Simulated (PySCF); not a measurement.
**Vertical excitation energies**

Species: C6H13P.
SMILES: `C=CP(C)(C)=CC`

The calculation used TDDFT B3LYP/def2-SVPD, vertical, gas phase, core orbitals frozen in the response (PySCF). The structure is a single GFN2-xTB conformer in the gas phase; no vibrational or solvent corrections. Torsions of this conformer, `[CH2:1]=[CH:2][P:3]([CH3:4])([CH3:5])=[CH:6][CH3:7]`: C1–C2–P3–C4 142°.

| state | E (eV) | λ (nm) | ν̃ (cm⁻¹) | f | \|μ\| (D) | main configurations (H = HOMO, L = LUMO) |
| --- | --- | --- | --- | --- | --- | --- |
| S1 | 3.09 | 401.2 | 24920 | 0.098 | 2.90 | H→L (98%) |
| S2 | 4.05 | 306.4 | 32640 | 0.0063 | 0.64 | H→L+1 (98%) |
| S3 | 4.33 | 286.4 | 34910 | 0.0024 | 0.38 | H→L+2 (96%) |
| S4 | 4.90 | 253.2 | 39490 | 0.010 | 0.74 | H→L+3 (96%) |
| S5 | 5.02 | 246.9 | 40510 | 0.0037 | 0.44 | H→L+4 (90%) |
| S6 | 5.33 | 232.8 | 42950 | 0.035 | 1.31 | H→L+5 (94%) |
| S7 | 5.43 | 228.1 | 43830 | 0.0071 | 0.59 | H→L+6 (94%) |
| S8 | 5.75 | 215.6 | 46380 | 0.0057 | 0.51 | H→L+8 (68%), H→L+7 (26%) |

Triplets, Tamm–Dancoff:

```tsv
state	E (eV)	λ (nm)	main configurations (H = HOMO, L = LUMO)
T1	2.30	539.8	H→L (97%)
T2	3.98	311.8	H→L+1 (95%)
T3	4.22	294.0	H→L+2 (89%)
```

The lowest singlet lies at 3.09 eV (401 nm, visible) and is of moderate strength; its leading configuration is HOMO→LUMO (98%). The lowest level is also the most intense of those listed (f = 0.098). Löwdin shares by element: HOMO carbon 66% or more, phosphorus 15% (atoms not listed hold the other 20%); LUMO carbon 73% or more, phosphorus 6% (atoms not listed hold the other 21%). Orbital energies (eV): HOMO-3 -9.06, HOMO-2 -8.79, HOMO-1 -7.84, HOMO -4.51, LUMO -0.88, LUMO+1 0.29, LUMO+2 0.67. The listed states span 2.66 eV, and the widest gap between neighbours is 0.96 eV (S1 to S2). Weighted by f, the mean energy of these states is 3.94 eV. S1 lies in the visible range (380 to 750 nm), at 401 nm, f = 0.098; light of that wavelength is violet, and its complementary colour is yellow-green; a Tamm–Dancoff triplet lies at 540 nm, without intensity as long as spin–orbit coupling is left out. Singlets were solved by full linear response, triplets in the Tamm–Dancoff approximation.
